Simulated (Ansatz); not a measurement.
The cluster LiAl3. Total charge 0; singlet. Geometry r2SCAN-D4/def2-TZVP.

```
atom   x (Å)   y (Å)   z (Å)
 Al1   1.292   0.788  -0.448
 Al2  -1.208   0.755  -0.655
 Al3   0.086  -1.398  -0.709
 Li4  -0.169  -0.145   1.811
```

The restricted singlet is unstable towards broken spin symmetry at other levels; at PBE-D4/def2-SVP, r2SCAN-D4/def2-TZVPD this wasn't settled. At PBE-D4/def2-TZVP, r2SCAN-D4/def2-TZVP, PBE0-D4/def2-TZVP the restricted singlet is unstable: a solution with broken spin symmetry lies lower. The geometry of the singlet was relaxed on an unsound state (restricted singlet, unstable towards broken spin symmetry). The structure comes from a short search, and lower isomers may exist.

(1) Estimate the orbital energies around the gap (eV) in Ansatz with PBE-D4/def2-SVP, PBE-D4/def2-TZVP, r2SCAN-D4/def2-TZVP, r2SCAN-D4/def2-TZVPD, PBE0-D4/def2-TZVP.

Answers

(1) 
```json
{"orbital": "HOMO−13", "PBE-D4/def2-SVP": "-68.87", "PBE-D4/def2-TZVP": "-68.67", "r2SCAN-D4/def2-TZVP": "-70.49", "r2SCAN-D4/def2-TZVPD": "-70.49", "PBE0-D4/def2-TZVP": "-73.48"}
{"orbital": "HOMO−12", "PBE-D4/def2-SVP": "-68.86", "PBE-D4/def2-TZVP": "-68.66", "r2SCAN-D4/def2-TZVP": "-70.48", "r2SCAN-D4/def2-TZVPD": "-70.47", "PBE0-D4/def2-TZVP": "-73.47"}
{"orbital": "HOMO−11", "PBE-D4/def2-SVP": "-68.81", "PBE-D4/def2-TZVP": "-68.62", "r2SCAN-D4/def2-TZVP": "-70.44", "r2SCAN-D4/def2-TZVPD": "-70.44", "PBE0-D4/def2-TZVP": "-73.44"}
{"orbital": "HOMO−10", "PBE-D4/def2-SVP": "-68.81", "PBE-D4/def2-TZVP": "-68.61", "r2SCAN-D4/def2-TZVP": "-70.43", "r2SCAN-D4/def2-TZVPD": "-70.43", "PBE0-D4/def2-TZVP": "-73.43"}
{"orbital": "HOMO−9", "PBE-D4/def2-SVP": "-68.80", "PBE-D4/def2-TZVP": "-68.61", "r2SCAN-D4/def2-TZVP": "-70.43", "r2SCAN-D4/def2-TZVPD": "-70.43", "PBE0-D4/def2-TZVP": "-73.43"}
{"orbital": "HOMO−8", "PBE-D4/def2-SVP": "-68.76", "PBE-D4/def2-TZVP": "-68.55", "r2SCAN-D4/def2-TZVP": "-70.38", "r2SCAN-D4/def2-TZVPD": "-70.38", "PBE0-D4/def2-TZVP": "-73.39"}
{"orbital": "HOMO−7", "PBE-D4/def2-SVP": "-68.73", "PBE-D4/def2-TZVP": "-68.53", "r2SCAN-D4/def2-TZVP": "-70.35", "r2SCAN-D4/def2-TZVPD": "-70.35", "PBE0-D4/def2-TZVP": "-73.36"}
{"orbital": "HOMO−6", "PBE-D4/def2-SVP": "-68.73", "PBE-D4/def2-TZVP": "-68.52", "r2SCAN-D4/def2-TZVP": "-70.35", "r2SCAN-D4/def2-TZVPD": "-70.34", "PBE0-D4/def2-TZVP": "-73.36"}
{"orbital": "HOMO−5", "PBE-D4/def2-SVP": "-51.73", "PBE-D4/def2-TZVP": "-51.74", "r2SCAN-D4/def2-TZVP": "-53.45", "r2SCAN-D4/def2-TZVPD": "-53.43", "PBE0-D4/def2-TZVP": "-55.87"}
{"orbital": "HOMO−4", "PBE-D4/def2-SVP": "-10.52", "PBE-D4/def2-TZVP": "-10.37", "r2SCAN-D4/def2-TZVP": "-10.79", "r2SCAN-D4/def2-TZVPD": "-10.78", "PBE0-D4/def2-TZVP": "-11.90"}
{"orbital": "HOMO−3", "PBE-D4/def2-SVP": "-6.74", "PBE-D4/def2-TZVP": "-6.68", "r2SCAN-D4/def2-TZVP": "-6.84", "r2SCAN-D4/def2-TZVPD": "-6.83", "PBE0-D4/def2-TZVP": "-7.52"}
{"orbital": "HOMO−2", "PBE-D4/def2-SVP": "-6.73", "PBE-D4/def2-TZVP": "-6.67", "r2SCAN-D4/def2-TZVP": "-6.83", "r2SCAN-D4/def2-TZVPD": "-6.82", "PBE0-D4/def2-TZVP": "-7.52"}
{"orbital": "HOMO−1", "PBE-D4/def2-SVP": "-4.85", "PBE-D4/def2-TZVP": "-4.76", "r2SCAN-D4/def2-TZVP": "-4.91", "r2SCAN-D4/def2-TZVPD": "-4.90", "PBE0-D4/def2-TZVP": "-5.46"}
{"orbital": "HOMO", "PBE-D4/def2-SVP": "-3.79", "PBE-D4/def2-TZVP": "-3.71", "r2SCAN-D4/def2-TZVP": "-3.80", "r2SCAN-D4/def2-TZVPD": "-3.79", "PBE0-D4/def2-TZVP": "-4.34"}
{"orbital": "LUMO", "PBE-D4/def2-SVP": "-3.15", "PBE-D4/def2-TZVP": "-3.09", "r2SCAN-D4/def2-TZVP": "-3.07", "r2SCAN-D4/def2-TZVPD": "-3.07", "PBE0-D4/def2-TZVP": "-2.51"}
{"orbital": "LUMO+1", "PBE-D4/def2-SVP": "-3.15", "PBE-D4/def2-TZVP": "-3.09", "r2SCAN-D4/def2-TZVP": "-3.07", "r2SCAN-D4/def2-TZVPD": "-3.06", "PBE0-D4/def2-TZVP": "-2.51"}
{"orbital": "LUMO+2", "PBE-D4/def2-SVP": "-2.20", "PBE-D4/def2-TZVP": "-2.16", "r2SCAN-D4/def2-TZVP": "-2.03", "r2SCAN-D4/def2-TZVPD": "-2.02", "PBE0-D4/def2-TZVP": "-1.57"}
{"orbital": "LUMO+3", "PBE-D4/def2-SVP": "-2.18", "PBE-D4/def2-TZVP": "-2.14", "r2SCAN-D4/def2-TZVP": "-2.01", "r2SCAN-D4/def2-TZVPD": "-2.00", "PBE0-D4/def2-TZVP": "-1.55"}
{"orbital": "LUMO+4", "PBE-D4/def2-SVP": "-1.83", "PBE-D4/def2-TZVP": "-1.86", "r2SCAN-D4/def2-TZVP": "-1.34", "r2SCAN-D4/def2-TZVPD": "-1.34", "PBE0-D4/def2-TZVP": "-1.35"}
{"orbital": "LUMO+5", "PBE-D4/def2-SVP": "0.49", "PBE-D4/def2-TZVP": "0.41", "r2SCAN-D4/def2-TZVP": "0.82", "r2SCAN-D4/def2-TZVPD": "0.45", "PBE0-D4/def2-TZVP": "0.96"}
```
